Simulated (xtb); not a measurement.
Input file for xtb: GFN1-xTB on MgSi+, 2S+1 = 2, a spin state set in the input, which need not be the lowest, a point of a bond scan (R = 2.864 Å). Charge +1.

```
$ xtb mol.xyz --gfn 1 --sp --chrg 1 --uhf 1
2

Mg     0.00000000     0.00000000     0.00000000
Si     0.00000000     0.00000000     2.86434800
```

The head of its log:

```
[...]
           -------------------------------------------------
          |                Calculation Setup                |
           -------------------------------------------------



           -------------------------------------------------
          |                 G F N 1 - x T B                 |
           -------------------------------------------------

        Reference                      10.1021/acs.jctc.7b00118
      * Hamiltonian:
        H0-scaling (s, p, d)           1.850000    2.250000    2.000000
        zeta-weighting                 0.000000
      * Dispersion:
        s8                             2.400000
        a1                             0.630000
        a2                             5.000000
        s9                             0.000000
      * Repulsion:
        kExp                           1.500000
        rExp                           1.000000
      * Coulomb:
        alpha                          2.000000
        third order                    atomic
        anisotropic                    false
      * Halogen bond correction:
        rad-scale                      1.300000
        damping                        0.440000


          ...................................................
          :                      SETUP                      :
          :.................................................:
          :  # basis functions                  14          :
          :  # atomic orbitals                  13          :
          :  # shells                            5          :
          :  # electrons                         5          :
          :  # halogen bonds                     0          :
          :  max. iterations                   250          :
          :  Hamiltonian                  GFN1-xTB          :
          :  restarted?                      false          :
          :  GBSA solvation                  false          :
          :  PC potential                    false          :
          :  electronic temp.          300.0000000     K    :
          :  accuracy                    1.0000000          :
          :  -> integral cutoff          0.2500000E+02      :
          :  -> integral neglect         0.1000000E-07      :
          :  -> SCF convergence          0.1000000E-05 Eh   :
          :  -> wf. convergence          0.2000000E-04 e    :
          :  Broyden damping             0.4000000          :
          :  net charge                          1          :
          :  unpaired electrons                  1          :
          ...................................................

 iter      E             dE          RMSdq      gap      omega  full diag
   1     -0.9390897 -0.939090E+00  0.171E+01    0.00       0.0  T
   2     -1.2968022 -0.357713E+00  0.154E+01    0.00       1.0  T
```

Question: Predict the final total energy.

Answer: -1.9988 hartree.
